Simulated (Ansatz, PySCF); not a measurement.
The pair A = C2H6 (SMILES CC) (first 8 atoms), B = CH3I (SMILES CI); geometry from B3LYP-D3(BJ)/def2-TZVP.
(charge 0, multiplicity 1):
| atom | x (Å) | y (Å) | z (Å) |
|---|---|---|---|
| C | -0.5341 | 0.5047 | 0.2353 |
| C | 0.6478 | -0.4001 | -0.0989 |
| H | -1.2710 | 0.5087 | -0.5703 |
| H | -0.2147 | 1.5377 | 0.3900 |
| H | -1.0385 | 0.1721 | 1.1442 |
| H | 0.3217 | -1.4278 | -0.2684 |
| H | 1.3747 | -0.4250 | 0.7151 |
| H | 1.1655 | -0.0634 | -0.9994 |
| C | 0.9957 | 1.3772 | 3.4472 |
| I | 0.5693 | -0.6407 | 4.0729 |
| H | 1.5497 | 1.8536 | 4.2474 |
| H | 1.5820 | 1.3172 | 2.5378 |
| H | 0.0462 | 1.8687 | 3.2719 |

Cores are frozen in the correlated methods. Filled d and f shells under p-block atoms count as core. CBS: X⁻³ extrapolation of the correlation energy, Hartree–Fock from the larger set. MP2 and its Hartree–Fock in def2-TZVPPD are density fitted.

The values were computed with Ansatz (an electronic-structure program); PySCF for the dispersion terms. Each number belongs to the level named beside it. In def2 rows elements past Kr take small-core potentials, without spin–orbit coupling.

The monomers are drawn apart, rigid, along the line of their centres of mass. Counterpoise-corrected interaction energies (kcal/mol):

```json
[
 {"level": "PBE/def2-TZVPPD", "R = 5.016 Å": "-0.3038", "R = 6.028 Å": "-0.0730"},
 {"level": "PBE-D3(BJ)/def2-TZVPPD", "R = 5.016 Å": "-0.9463", "R = 6.028 Å": "-0.2948"},
 {"level": "wB97M-V/def2-TZVPPD", "R = 5.016 Å": "-0.6861", "R = 6.028 Å": "-0.2397"},
 {"level": "MP2/CBS(def2-SVPD, def2-TZVPPD) + ΔCCSD(T)/def2-SVPD", "R = 5.016 Å": "-0.7018", "R = 6.028 Å": "-0.2287"}
]
```

Problem. R is the distance of the centres of mass. Find the local exponent m of E ∝ R⁻ᵐ between the two points.

Solution. 
m = ln(E₁/E₂)/ln(R₂/R₁): PBE/def2-TZVPPD 7.8; PBE-D3(BJ)/def2-TZVPPD 6.3; wB97M-V/def2-TZVPPD 5.7; MP2/CBS(def2-SVPD, def2-TZVPPD) + ΔCCSD(T)/def2-SVPD 6.1. For scale, two fixed dipoles give m = 3, dipole and quadrupole 4, quadrupoles 5, and dispersion or dipole-induced dipole 6 at long range; at these distances several terms mix, and what is left of overlap and damping shifts m, so it need not match one of them.
